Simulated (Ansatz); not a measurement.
Molecule: AgCl (charge 0, singlet). 
Structure (B3LYP-D3(BJ)/def2-TZVP (Ansatz, a first-principles code) minimum search):
SMILES: [Cl][Ag]
```xyz
2

Ag     0.0000     0.0000    -0.6130
Cl     0.0000     0.0000     1.6948
```
Charge 0, spin multiplicity 1.

Property: vertical ionisation energy (to the doublet state of charge +1; each state is the SCF solution reached for its spin), in eV. Valence correlation only, unless marked. Open shells are spin-unrestricted. Spin-orbit coupling is left out. Frozen are the shells of the preceding noble gas and the d and f shells that filled before the atom's block. In def2 rows, elements after Kr have scalar-relativistic effective core potentials. Basis-set limits of correlation are two-point, X^-3; Hartree-Fock from the larger set.

```
level              program  vertical ionisation energy (eV)
-----------------  -------  -------------------------------
r2SCAN/def2-TZVPD   Ansatz                            10.02
```

Problem. What does CCSD(T)/CBS(def2-TZVPPD,def2-QZVPPD) (Ansatz) give?

Solution. 10.12 eV, so r2SCAN/def2-TZVPD differs from it by -0.10 eV.
